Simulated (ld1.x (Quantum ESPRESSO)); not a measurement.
# PBEsol RRKJ dataset for Ir, scalar-relativistic all-electron reference.

The input file (ld1.x (Quantum ESPRESSO) 7.5):

```
&input
   title='Ir', zed=77., rel=1, dft='PBESOL', iswitch=3,
   config='[Xe] 4f14 5d7 6s1 6p0',
   nld=3, rlderiv=2.05, eminld=-10.0, emaxld=5.0, deld=0.04
 /
 &inputp
   pseudotype=2, tm=.false., rho0=0.005, lloc=2,
   nlcc=.false.,
   file_pseudopw='Ir.UPF', file_wfcaegen='ae.wfc', file_wfcncgen='nc.wfc', file_beta='beta', file_chi='chi'
 /
3
5S  1  0   2.00   0.00  1.60  1.60  0.0
5P  2  1   6.00   0.00  1.90  1.90  0.0
5D  3  2   7.00   0.00  1.85  1.85  0.0
 &test
   configts(1)='5s2 5p6 5d7 6s1 6p0'
 /
```

Command:

```bash
ld1.x < Ir.in > Ir.out
```

Resulting log (shortened: banner, matrices, multipoles, cross overlaps and the repeated all-electron block are left out):

```
[... start of the log left out ...]

      Generating local pot.: lloc=2, matching radius rcloc =   1.8500

      Wfc   5S  rcut= 1.618  Estimated cut-off energy=       21.41 Ry
      Using 4 Bessel functions for this wfc, rho(0) = 0.005
      This function has    0 nodes for 0 < r <    1.618

      Wfc   5P  rcut= 1.880  Estimated cut-off energy=       52.58 Ry
      This function has    0 nodes for 0 < r <    1.880

       Warning: n=2, l=0 expected 1 nodes, found 2
       Setting wfc to zero for this iteration
       (This warning will only be printed once per wavefunction)

     ------------------- End of pseudopotential generation -------------------

     Computing logarithmic derivative in   2.03901

       Warning: n=1, l=0 expected 0 nodes, found 2
       Setting wfc to zero for this iteration
       (This warning will only be printed once per wavefunction)

       Warning: n=2, l=1 expected 0 nodes, found 1
       Setting wfc to zero for this iteration
       (This warning will only be printed once per wavefunction)

       Warning: n=3, l=2 expected 0 nodes, found 1
       Setting wfc to zero for this iteration
       (This warning will only be printed once per wavefunction)

 %%%%%%%%%%%%%%%%%%%%%%%%%%%%%%%%%%%%%%%%%%%%%%%%%%%%%%%%%%%%%%%%%%%%%%%%%%%%%%
     Error in routine run_pseudo (1):
     Errors in PS-KS equation
 %%%%%%%%%%%%%%%%%%%%%%%%%%%%%%%%%%%%%%%%%%%%%%%%%%%%%%%%%%%%%%%%%%%%%%%%%%%%%%

     stopping ...
```

The run stopped because the pseudo-atom solver did not find the valence states with the expected number of nodes, which is the usual sign of a ghost state.

The run took about 0.73 s on one core of a shared server CPU.
